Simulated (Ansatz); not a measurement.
One geometry of Si20H28, a nanocrystal cut from cubic silicon, several levels of theory.

```yaml
crystal:
  periodic: [false, false, false]
  atoms:
    - {symbol: Si, position_ang: [-3.886575, 1.932956, -0.275912]}
    - {symbol: Si, position_ang: [-1.386293, -3.159389, 2.754769]}
    - {symbol: Si, position_ang: [1.680507, -3.431049, -0.367575]}
    - {symbol: Si, position_ang: [-1.062614, 2.082599, -2.977626]}
    - {symbol: Si, position_ang: [1.601633, -0.672439, -2.971103]}
    - {symbol: Si, position_ang: [-1.083289, -0.677055, -0.271214]}
    - {symbol: Si, position_ang: [-1.135209, 1.884805, 2.529726]}
    - {symbol: Si, position_ang: [1.640751, -0.700171, 2.414774]}
    - {symbol: Si, position_ang: [1.628300, 2.055106, -0.249043]}
    - {symbol: Si, position_ang: [4.343703, -0.685929, -0.256909]}
    - {symbol: Si, position_ang: [-2.529188, -1.884051, 1.137413]}
    - {symbol: Si, position_ang: [-2.415818, 0.700041, -1.639041]}
    - {symbol: Si, position_ang: [-2.753401, 3.159674, 1.387499]}
    - {symbol: Si, position_ang: [0.247804, -2.055223, -1.628255]}
    - {symbol: Si, position_ang: [0.278398, -1.932962, 3.886390]}
    - {symbol: Si, position_ang: [2.978311, -2.082827, 1.060632]}
    - {symbol: Si, position_ang: [0.253778, 0.685419, -4.343839]}
    - {symbol: Si, position_ang: [0.366949, 3.430797, -1.681316]}
    - {symbol: Si, position_ang: [2.970119, 0.672129, -1.603698]}
    - {symbol: Si, position_ang: [0.272193, 0.677132, 1.083200]}
    - {symbol: H, position_ang: [-4.697794, 2.882449, -1.124289]}
    - {symbol: H, position_ang: [-4.843303, 0.979083, 0.395478]}
    - {symbol: H, position_ang: [-2.379895, -3.680485, 3.765651]}
    - {symbol: H, position_ang: [-0.749276, -4.346828, 2.080412]}
    - {symbol: H, position_ang: [2.605108, -4.162190, -1.311791]}
    - {symbol: H, position_ang: [0.908245, -4.458933, 0.418775]}
    - {symbol: H, position_ang: [-1.939991, 2.960375, -3.840941]}
    - {symbol: H, position_ang: [2.491856, -1.546595, -3.826212]}
    - {symbol: H, position_ang: [-1.845958, 0.890528, 3.414836]}
    - {symbol: H, position_ang: [-0.303350, 2.778723, 3.416925]}
    - {symbol: H, position_ang: [2.557788, 0.184119, 3.230575]}
    - {symbol: H, position_ang: [2.514611, 2.889169, 0.647248]}
    - {symbol: H, position_ang: [5.256903, -1.517920, -1.124853]}
    - {symbol: H, position_ang: [5.196902, 0.179087, 0.638690]}
    - {symbol: H, position_ang: [-3.417714, -2.777435, 0.306388]}
    - {symbol: H, position_ang: [-3.413056, -0.889210, 1.848935]}
    - {symbol: H, position_ang: [-3.232050, -0.184421, -2.555534]}
    - {symbol: H, position_ang: [-3.763371, 3.681385, 2.381713]}
    - {symbol: H, position_ang: [-2.079335, 4.346761, 0.749492]}
    - {symbol: H, position_ang: [-0.649251, -2.889208, -2.513868]}
    - {symbol: H, position_ang: [1.127213, -2.882498, 4.697100]}
    - {symbol: H, position_ang: [-0.392196, -0.978912, 4.843496]}
    - {symbol: H, position_ang: [3.842188, -2.960605, 1.937465]}
    - {symbol: H, position_ang: [-0.642525, -0.179775, -5.196120]}
    - {symbol: H, position_ang: [1.121006, 1.517151, -5.257954]}
    - {symbol: H, position_ang: [1.310799, 4.161032, -2.607009]}
    - {symbol: H, position_ang: [-0.418262, 4.459421, -0.908880]}
    - {symbol: H, position_ang: [3.824642, 1.546139, -2.494623]}
basis:
  gaussian: {orbitals: def2-SVP, fitting: {mean_field: def2-universal-jkfit}}
magnetization: {spin_polarized: true, initial_magnetization: 2}
hamiltonian: {xc: pbe0, dispersion: d4}
scf: {omitted_lower_state_checks: [starts]}
output: {orbitals: {seedname: orbitals}}
```

The file start.molden holds the orbitals of an earlier run on this structure, at another level or in another basis.

```sh
$ ansatz run in.yaml --threads 2 --pin off --events-out ev --progress --plain --max-ram 20480MiB --backend cuda --devices 0, --max-vram 18GiB
```

It prints (some lines left out):

```
Functional definition: PBE0
3064 factors; integrals over basis functions are off by at most 3.2e-1 eV
mean field evaluation 1: about -157893.3210 eV, gradient 1.3e1 eV
mean field evaluation 2: about -157893.7979 eV, gradient 1.2e1 eV
mean field evaluation 4: about -157894.7699 eV, gradient 1.3e0 eV
mean field evaluation 8: about -157894.7757 eV, gradient 1.6e-1 eV
mean field evaluation 16: about -157894.7928 eV, gradient 1.4e-2 eV
mean field evaluation 32: about -157894.7929 eV, gradient 8.5e-5 eV
mean field -157894.79287684 eV, -5802.5266132892 hartree, gradient 9.1e-6 eV, S^2 2.005153; 0 other end points of the search recorded, 0 dependent functions left out
reference -157894.79294152 eV, -5802.5266156661 hartree; 155, 153 occupied and 345, 347 virtual orbitals, 3064 factors
Total energy: -157897.88786192 eV, -5802.6403518931 hartree
Checks for a lower state left out: starts
```

Hardware: 2 threads of AMD EPYC 7R13 on a shared host and a share (18 GiB) of an NVIDIA H100 80GB HBM3. Wall time 12 s, peak host memory 1.2 GiB.

The first input with `gaussian: {orbitals: def2-SVP, fitting: {mean_field: def2-universal-jkfit}, initial_orbitals: start.molden}`, `hamiltonian: {xc: pbe, dispersion: d4}` (abridged; 10 s):

```
Functional definition: PBE
mean field evaluation 16: about -157878.8595 eV, gradient 7.2e-6 eV
mean field -157878.85949614 eV, -5801.9410723485 hartree, gradient 7.2e-6 eV, S^2 2.001980
Total energy: -157882.25047297 eV, -5802.0656884488 hartree
Checks for a lower state left out: starts
```

Geometry: PBE-D4/def2-SVP, that of the neutral singlet.

Single mean-field runs in def2-SVP are fitted with def2-universal-jkfit. At PBE0-D4/def2-SVP a singlet of charge 0 lies 4.62 eV below the triplet at the same geometry.
